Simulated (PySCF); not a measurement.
C5H14OSi, SMILES CC(C)CCO[SiH3] (GFN2-xTB optimised geometry):

```
21

C      1.331    -2.570    -0.327
C      0.812    -1.171     0.000
C      1.377    -0.708     1.341
C     -0.721    -1.171     0.000
C     -1.323     0.232     0.000
O     -0.945     0.909    -1.163
Si    -1.019     2.483    -1.521
H      0.979    -2.894    -1.304
H      0.985    -3.286     0.417
H      2.418    -2.582    -0.334
H      1.146    -0.481    -0.782
H      1.075     0.312     1.565
H      1.030    -1.356     2.143
H      2.464    -0.739     1.321
H     -1.073    -1.683    -0.898
H     -1.095    -1.712     0.872
H     -0.996     0.793     0.883
H     -2.418     0.164     0.036
H     -2.402     2.973    -1.541
H     -0.280     3.286    -0.538
H     -0.394     2.452    -2.833
```

Computed with B3LYP/def2-SVP in PySCF.

What are the frontier orbital energies and the dipole moment?

HOMO-2 -8.80 eV, HOMO-1 -8.12 eV, HOMO -7.63 eV, LUMO 0.54 eV, LUMO+1 1.62 eV; dipole moment 0.85 D.

Meta-Löwdin charges at B3LYP/def2-SVP: C1 -0.28, C2 -0.03, C3 -0.29, C4 -0.16, C5 0.05, O6 -0.61, Si7 0.77, H8 0.09, H9 0.08, H10 0.09, H11 0.08, H12 0.09, H13 0.08, H14 0.09, H15 0.09, H16 0.08, H17 0.07, H18 0.08, H19 -0.14, H20 -0.14, H21 -0.11.
